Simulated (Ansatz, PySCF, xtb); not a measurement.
Lewis adduct: BH3 (SMILES B) (first 4 atoms) with C2H6S (SMILES CSC); geometry from B3LYP-D3(BJ)/def2-TZVP.
(charge 0, multiplicity 1):
```json
[
 {"atom": "B", "x (Å)": "-0.3293", "y (Å)": "0.6027", "z (Å)": "0.7595"},
 {"atom": "H", "x (Å)": "0.0017", "y (Å)": "-0.2209", "z (Å)": "-0.0559"},
 {"atom": "H", "x (Å)": "-1.4951", "y (Å)": "0.9039", "z (Å)": "0.7056"},
 {"atom": "H", "x (Å)": "0.4334", "y (Å)": "1.5290", "z (Å)": "0.8904"},
 {"atom": "C", "x (Å)": "1.5601", "y (Å)": "-0.6485", "z (Å)": "2.6486"},
 {"atom": "S", "x (Å)": "-0.2129", "y (Å)": "-0.3827", "z (Å)": "2.4437"},
 {"atom": "C", "x (Å)": "-0.4891", "y (Å)": "0.8914", "z (Å)": "3.6912"},
 {"atom": "H", "x (Å)": "1.7633", "y (Å)": "-1.0632", "z (Å)": "3.6343"},
 {"atom": "H", "x (Å)": "1.8614", "y (Å)": "-1.3570", "z (Å)": "1.8801"},
 {"atom": "H", "x (Å)": "2.0859", "y (Å)": "0.2934", "z (Å)": "2.5013"},
 {"atom": "H", "x (Å)": "-0.3006", "y (Å)": "0.4877", "z (Å)": "4.6844"},
 {"atom": "H", "x (Å)": "-1.5310", "y (Å)": "1.1925", "z (Å)": "3.6060"},
 {"atom": "H", "x (Å)": "0.1542", "y (Å)": "1.7451", "z (Å)": "3.4842"}
]
```

Counterpoise-corrected where a basis set is named; no monomer relaxation.

Codes used: Ansatz (a program for electronic structure) with Gaussian orbitals; PySCF for the dispersion terms; xtb for the GFN methods. Values without a source in brackets are computed.

Problem. One of these levels gives -1425.8 meV for the interaction energy. Which one is it?
A. revPBE-D3(BJ)/def2-TZVPPD
B. CAM-B3LYP-D4/def2-TZVPPD
C. BLYP/def2-TZVPPD
D. GFN2-xTB

Solution. C, BLYP/def2-TZVPPD. The others give -1067.6 (GFN2-xTB), -1807.8 (revPBE-D3(BJ)/def2-TZVPPD), -1648.6 (CAM-B3LYP-D4/def2-TZVPPD)
